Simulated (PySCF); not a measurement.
Static response to an electric field

Compound: C6H6F2.
Structure used (GFN2-xTB), in Å, numbered top down from 1:
```xyz
14
C6H6F2 angstrom
C      2.4154    0.1800    0.2108
C      1.1467    0.5426    0.1760
C      0.0030   -0.4037    0.0215
F      0.4456   -1.7057   -0.0674
C     -1.0158   -0.0326   -1.0466
C     -1.9690    0.1286   -0.1387
F     -3.2377    0.5237   -0.1958
C     -1.1578   -0.2480    1.0608
H      3.2054    0.9024    0.3176
H      2.7049   -0.8542    0.1344
H      0.8442    1.5778    0.2462
H     -0.9362    0.0566   -2.1104
H     -1.4348   -1.1888    1.5321
H     -1.0146    0.5208    1.8175
```

Level: CAM-B3LYP/def2-SVPD (PySCF), static field, nuclei fixed, core orbitals frozen in the response. The polarisability tensor in these axes (au):

```
x   90.68 -3.28 -1.98
y   -3.28 56.29 -0.27
z   -1.98 -0.27 61.68
```

**Question.** Give the principal values, the mean and the anisotropy Δα = √{½[(α1 − α2)² + (α2 − α3)² + (α1 − α3)²]}.

**Answer.** Principal values 55.94, 61.58 and 91.12 au; mean 69.55 au = 10.31 Å³ = 11.47 × 10⁻⁴⁰ C²·m²/J; Δα = 32.72 au (47 % of the mean).

**Question.** What is the dipole moment, and where does it point?

**Answer.** (0.60, 1.23, 0.43) D, 1.43 D in size, pointing from the negative to the positive side. Measured along this direction, the outermost atoms are F4 at the negative end and H9 at the positive end.

**Question.** Find the Langevin capture rate constant for H3+ (3.023 u) meeting this molecule (116.044 u), k = 2.342 × 10⁻⁹ cm³/s × √(α in Å³ / reduced mass in u).

**Answer.** The reduced mass is 2.95 u, so k = 4.38 × 10⁻⁹ cm³/s. The formula leaves out the permanent dipole, which adds to the capture rate.

**Question.** Give the principal axes and the span of the nuclei along them.

**Answer.** Largest value along (0.99, -0.09, -0.07), where the nuclei span 6.33 Å; middle along (0.06, -0.09, 0.99), 3.86 Å; least along (0.10, 0.99, 0.08), 3.32 Å. The response follows the extents in order.

**Question.** Give the eigenvalues of the traceless quadrupole moment Θ = ½Σq(3rr − r²1), origin at the centre of nuclear charge.

**Answer.** -6.43, 1.96, 4.46 D·Å. The values depend on the origin, since the dipole doesn't vanish. The electronic extent ⟨r²⟩ about the same centre is 995 bohr², a root-mean-square distance of 2.15 Å for the 60 electrons.

**Question.** How large is μ²/3kT at 250 K beside α?

**Answer.** In Gaussian units μ²/3kT = 19.79 Å³ against 10.31 Å³, a ratio of 1.92; the Debye molar polarisation (4π/3)N_A(α + μ²/3kT) is 75.9 cm³/mol, leaving out the vibrational part.

**Question.** What depolarisation ratio follows for Rayleigh scattering of linearly polarised light, taking the static tensor?

**Answer.** ρ = 3Δα²/(45ᾱ² + 4Δα²) = 3211.6/(217659 + 4282.2) = 0.0145.

One conformer (not necessarily the lowest) at the GFN2-xTB geometry, without solvent, vibrations or thermal averaging.

The run behind these numbers computed excited states as well. The run took 47 s wall on one thread, Arm Neoverse V1 (aarch64), no GPU, shared host with 32 logical CPUs at a one-minute load of 13, and the process peaked at 0.96 GiB of memory.
